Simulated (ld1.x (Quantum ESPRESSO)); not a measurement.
Co: one change to an RRKJ potential, before and after

Co, norm-conserving RRKJ (Kleinman–Bylander form), made with ld1.x (Quantum ESPRESSO) 7.5 (PBEsol, scalar-relativistic). Core [Ne], reference 3s2 3p6 3d7 4s2 4p0. Waves: 3s (bound): rc 0.70 bohr; 3p (bound): rc 1.20 bohr; 3d (bound): rc 1.05 bohr. Local part: the d channel. Core correction: none. rho0 = 0.02.

Occupied shells without a wave of their own: 4s. They enter only through the test configuration that unscreens the potential.

Change: non-relativistic.

Cutoffs: the cutoffs (Ry, on a coarse ladder) from which the occupation-weighted sum of valence levels, in a spherical-Bessel basis at the reference potential, stays within 10 and 1 mRy of its value at 400 Ry; they do not see the model core or the augmentation charge, which bear on the density cutoff. Errors are all-electron minus pseudo energies relative to the spin-unpolarised reference configuration.

Q: Predict the effect on cutoff, ghosts and configuration errors.

A: Of the 7 tests that both files solve, the error grows in 2 and shrinks in 5 by more than 15 % and 0.3 meV (median size 10.4 → 3.3 meV); neither file shows a bound ghost.

| quantity | base | changed |
| --- | --- | --- |
| cutoff, loose | 300 Ry | 260 Ry |
| cutoff, tight | over 300 Ry | over 300 Ry |
| loose cutoff by channel (10 mRy a level) | s 230 Ry, p 60 Ry, d 160 Ry | s 200 Ry, p 60 Ry, d 160 Ry |
| bound ghosts | none | none |
| error for 3s2 3p6 3d7 4s1 4p0, meV [ΔE 9.05 → 8.89 eV] | +13 | 0.0 |
| error for 3s2 3p6 3d7 4s0 4p0, meV [ΔE 25.74 → 25.34 eV] | +29 | -3.3 |
| error for 3s2 3p6 3d6 4s0 4p0, meV [ΔE 61.58 → 61.41 eV] | +10 | -37 |
| error for 3s2 3p6 3d7.5 4s1.5 4p0, meV [ΔE -0.96 → -1.15 eV] | +5.1 | +1.2 |
| error for 3s2 3p6 3d8 4s0 4p0, meV [ΔE 6.42 → 5.89 eV] | +26 | +6.5 |
| error for 3s2 3p6 3d7 4s1.5 4p0, meV [ΔE 3.61 → 3.55 eV] | +5.8 | +0.2 |
| error for 3s2 3p6 3d7 4s1 4p1, meV [ΔE 4.38 → 4.23 eV] | -7.3 | -16 |
| s: phases at 1.30 bohr within 0.05 rad from the reference energy up to (Ry; the scan ends near 5) | 3.7 | 3.6 |
| p: phases at 1.30 bohr within 0.05 rad from the reference energy up to (Ry; the scan ends near 5) | to the end of the scan | to the end of the scan |
| d: phases at 1.30 bohr within 0.05 rad from the reference energy up to (Ry; the scan ends near 5) | to the end of the scan | to the end of the scan |
